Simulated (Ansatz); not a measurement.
Input file:

```yaml
crystal:
  periodic: [false, false, false]
  atoms:
    - { symbol: Mg, position_ang: [-1.168162, 0.135909, 0.928067] }
    - { symbol: O, position_ang: [0.113261, -0.026048, -0.38664] }
    - { symbol: C, position_ang: [0.400509, -0.040676, -1.752569] }
    - { symbol: Cl, position_ang: [-3.231427, 0.080153, 1.738455] }
    - { symbol: H, position_ang: [0.994623, 0.103519, 1.171896] }
    - { symbol: O, position_ang: [0.549071, 0.266732, 2.053885] }
    - { symbol: H, position_ang: [1.089182, -0.864222, -2.005093] }
    - { symbol: H, position_ang: [0.882054, 0.897825, -2.076026] }
    - { symbol: H, position_ang: [-0.502836, -0.173616, -2.370315] }
    - { symbol: H, position_ang: [0.873725, -0.379576, 2.698441] }
magnetization:
  spin_polarized: true
basis:
  gaussian: { orbitals: "6-31G*" }
hamiltonian:
  xc: b3lyp
  dispersion: d4
neb:
  order_check: false
  images: 5
  f_tol: 0.05
  max_iterations: 60
  optimiser: lbfgs
  climbing: immediate
  final_atoms:
    - { symbol: Mg, position_ang: [-1.01678324, 0.01979091, 1.28600732] }
    - { symbol: O, position_ang: [0.15671656, -0.55842267, -0.29608102] }
    - { symbol: C, position_ang: [0.35812314, -0.02556835, -1.61222372] }
    - { symbol: Cl, position_ang: [-3.21688845, 0.29430191, 1.13304822] }
    - { symbol: H, position_ang: [0.93561624, -0.40626947, 0.296773] }
    - { symbol: O, position_ang: [0.64045633, 0.12884321, 2.07118925] }
    - { symbol: H, position_ang: [1.1405417, -0.58951399, -2.12855766] }
    - { symbol: H, position_ang: [0.63011374, 1.03542857, -1.57313203] }
    - { symbol: H, position_ang: [-0.58468506, -0.13986424, -2.14852715] }
    - { symbol: H, position_ang: [0.95678905, 0.24127412, 2.9716048] }
  initial_path:
    images:
      - { positions_ang: [[-1.168162, 0.135909, 0.928067], [0.113261, -0.026048, -0.38664], [0.400509, -0.040676, -1.752569], [-3.231427, 0.080153, 1.738455], [0.994623, 0.103519, 1.171896], [0.549071, 0.266732, 2.053885], [1.089182, -0.864222, -2.005093], [0.882054, 0.897825, -2.076026], [-0.502836, -0.173616, -2.370315], [0.873725, -0.379576, 2.698441]] }
      - { positions_ang: [[-1.27817085, -0.0404346, 1.06575344], [0.13465176, -0.29395872, -0.37275908], [0.39000305, -0.04520146, -1.66404612], [-3.19559863, 0.37328851, 1.53251957], [0.88039326, -0.00170188, 1.00368307], [0.61882836, 0.28637728, 1.97585934], [1.20608278, -0.58706653, -1.9121395], [0.59551448, 0.92518558, -1.83438686], [-0.39066491, -0.28306092, -2.35677437], [1.0389607, -0.33342726, 2.56239152]] }
      - { positions_ang: [[-1.38817969, -0.2167782, 1.20343988], [0.15604252, -0.56186944, -0.35887817], [0.37949709, -0.04972692, -1.57552324], [-3.15977025, 0.66642402, 1.32658413], [0.76616351, -0.10692275, 0.83547014], [0.68858573, 0.30602255, 1.89783368], [1.32298356, -0.30991106, -1.81918599], [0.30897496, 0.95254616, -1.59274772], [-0.27849382, -0.39250583, -2.34323374], [1.20419639, -0.28727852, 2.42634204]] }
      - { positions_ang: [[-1.49818854, -0.39312179, 1.34112632], [0.17743328, -0.82978016, -0.34499725], [0.36899114, -0.05425238, -1.48700036], [-3.12394188, 0.95955953, 1.1206487], [0.65193377, -0.21214363, 0.66725722], [0.75834309, 0.32566783, 1.81980801], [1.43988434, -0.0327556, -1.72623249], [0.02243545, 0.97990673, -1.35110858], [-0.16632273, -0.50195075, -2.32969311], [1.36943209, -0.24112978, 2.29029255]] }
      - { positions_ang: [[-1.33772011, -0.25548423, 1.32275332], [0.1705277, -0.73932766, -0.32869184], [0.36536847, -0.04469104, -1.52874148], [-3.15492407, 0.73780699, 1.12478187], [0.74649459, -0.27685225, 0.54376248], [0.7190475, 0.26005962, 1.90360176], [1.34010346, -0.21834173, -1.86034088], [0.22499488, 0.99841401, -1.4251164], [-0.30577684, -0.38125525, -2.26930446], [1.23188441, -0.08032848, 2.51739664]] }
      - { positions_ang: [[-1.17725168, -0.11784666, 1.30438032], [0.16362213, -0.64887516, -0.31238643], [0.36174581, -0.03512969, -1.5704826], [-3.18590626, 0.51605445, 1.12891505], [0.84105542, -0.34156086, 0.42026774], [0.67975192, 0.19445141, 1.9873955], [1.24032258, -0.40392786, -1.99444927], [0.42755431, 1.01692129, -1.49912422], [-0.44523095, -0.26055974, -2.2089158], [1.09433673, 0.08047282, 2.74450072]] }
      - { positions_ang: [[-1.01678324, 0.01979091, 1.28600732], [0.15671656, -0.55842267, -0.29608102], [0.35812314, -0.02556835, -1.61222372], [-3.21688845, 0.29430191, 1.13304822], [0.93561624, -0.40626947, 0.296773], [0.64045633, 0.12884321, 2.07118925], [1.1405417, -0.58951399, -2.12855766], [0.63011374, 1.03542857, -1.57313203], [-0.58468506, -0.13986424, -2.14852715], [0.95678905, 0.24127412, 2.9716048]] }
```

Run as:

```bash
$ ansatz run input.yaml --threads 2 --pin off --max-ram 3072MiB --backend cpu --events-out ev --progress --plain --runs-dir out
```

Hardware: 2 threads of Arm Neoverse V1, on a shared host.

**Question.** Roughly how long does this run take, and how much memory?

**Answer.** 16 min, with a peak of 0.29 GiB, for 49 band iterations.
